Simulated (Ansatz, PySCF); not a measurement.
Species: Al2H4, charge 0, multiplicity 1. 
Geometry from a B3LYP-D3(BJ)/def2-TZVP (Ansatz, an electronic-structure program) optimisation:
SMILES: [AlH2][AlH2]
```xyz
6

Al    -0.0012    -0.0150     1.2942
Al     0.0012     0.0150    -1.2942
H      1.3472    -0.0315     2.1375
H     -1.3512    -0.0180     2.1352
H      0.0088     1.3738    -2.1207
H     -0.0047    -1.3244    -2.1520
```

Property: vertical triplet-singlet gap (E(triplet) - E(singlet); each state is the SCF solution reached for its spin; the molecule has degenerate orbitals, so one determinant may break the symmetry), in eV. Correlated levels leave the core frozen unless marked. UHF or UKS for open shells. No spin-orbit coupling. Non-relativistic. CBS marks a two-point X^-3 extrapolation of the correlation energy; Hartree-Fock from the larger set. [CCSD(T)-MP2]/basis is that difference in the basis named.

```json
[
 {"level": "r2SCAN/def2-TZVPD", "program": "Ansatz", "vertical triplet-singlet gap (eV)": "(withheld)"},
 {"level": "M06-2X/def2-TZVPD", "program": "PySCF", "vertical triplet-singlet gap (eV)": "2.91"},
 {"level": "SCS-MP2/aug-cc-pV(T+d)Z", "program": "Ansatz", "vertical triplet-singlet gap (eV)": "3.25"},
 {"level": "CCSD/aug-cc-pV(D+d)Z", "program": "Ansatz", "vertical triplet-singlet gap (eV)": "3.04"},
 {"level": "CCSD/aug-cc-pV(T+d)Z", "program": "Ansatz", "vertical triplet-singlet gap (eV)": "(withheld)"},
 {"level": "RI-MP2/CBS(aug-cc-pV(T+d)Z,aug-cc-pV(Q+d)Z)+[CCSD(T)-MP2]/aug-cc-pV(T+d)Z", "program": "Ansatz", "vertical triplet-singlet gap (eV)": "3.11"}
]
```

Q: Fill in the missing entries.

A: 
- r2SCAN/def2-TZVPD, vertical triplet-singlet gap (eV): 2.59
- CCSD/aug-cc-pV(T+d)Z, vertical triplet-singlet gap (eV): 3.07
